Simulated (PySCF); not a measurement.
Compound: C5H7N3.
SMILES with atom numbers: `[CH2:1]=[CH:2][n:3]1[cH:4][c:5]([CH3:6])[n:7][n:8]1`

Cartesian coordinates in Å at the GFN2-xTB level; atoms count from 1:
```xyz
15
C5H7N3 angstrom
C     -3.1020   -0.1073   -0.6701
C     -2.0062   -0.6720   -0.1892
N     -0.7477   -0.0942   -0.3008
C      0.4371   -0.5883    0.1519
C      1.3714    0.3552   -0.2094
C      2.8389    0.3808    0.0085
N      0.7090    1.3508   -0.8497
N     -0.5340    1.0807   -0.8997
H     -3.0518    0.8406   -1.1759
H     -4.0615   -0.5789   -0.5676
H     -2.0039   -1.6228    0.3261
H      0.5185   -1.5224    0.6670
H      3.1682   -0.5450    0.4732
H      3.3529    0.5121   -0.9415
H      3.1065    1.2188    0.6498
```

Definitions: NICS(0) = −σiso at the ring centroid; NICS(1) = −σiso and NICS(1)zz = −σzz at ±1 Å along the ring normal z. Level: GIAO PBE0/pcSseg-1 (PySCF, non-relativistic, gas phase) on the GFN2-xTB geometry, one conformer.

Ring bond lengths (Å), with Mayer bond orders in brackets: N3–C4 1.361 (1.11), C4–C5 1.376 (1.45), C5–N7 1.356 (1.30), N7–N8 1.273 (1.50), N8–N3 1.336 (1.15).

Q: Give the NICS values of each ring in ppm.

A: 
```json
{"ring": "N3–C4–C5–N7–N8", "type": "5-membered ring with 3 N; formal bonds all aromatic", "NICS(0)": "-10.6", "NICS(1), two faces": "-12.1 / -12.1", "NICS(1)zz, two faces": "-29.4 / -29.5", "rms pucker (Å)": "0.00", "centre to ring atoms, mean (Å)": "1.14"}
```

Q: What can be read from them?

A: 
- N3–C4–C5–N7–N8: mean NICS(1)zz -29.4 ppm, shielded, aromatic by this magnetic criterion (flat ring, no four-coordinate atom).

Q: How equal are the bonds by HOMA? Use HOMA with the parameters of Krygowski (1993).

A: 
- N3–C4–C5–N7–N8: HOMA 0.92; the largest term is that of N7–N8, α(R − Ropt)² = 0.17. The geometric and the magnetic index point the same way.

Q: At the first NICS(1) probe listed for ring N3–C4–C5–N7–N8, 1 Å off the ring, what do the in-plane components average?

A: The isotropic value is a third of the trace: (3 × -12.1 − (-29.4))/2 = -3.4 ppm.
